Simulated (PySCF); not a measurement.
Electron correlation in Cr+ (chromium, charge +1)

[Ar] 3d4 4p1, one real determinant (an excited configuration). Calculation: PySCF 2.14, in def2-TZVPPD; no relativity, point nucleus. Frozen: [Ar]; 5 electrons correlated.

```
  level  correlation energy (mhartree)
   CCSD                         -53.25
    (T)                          -0.75
CCSD(T)                         -54.00
```

Diagnostics: T1 = 0.0096, D1 = 0.0233, largest double amplitude 0.038.

**Question.** Is a single reference adequate?

**Answer.** Yes: T1 lies below 0.03 and no double amplitude reaches 0.07.

The reference is one real determinant that mixes LS terms of this configuration.
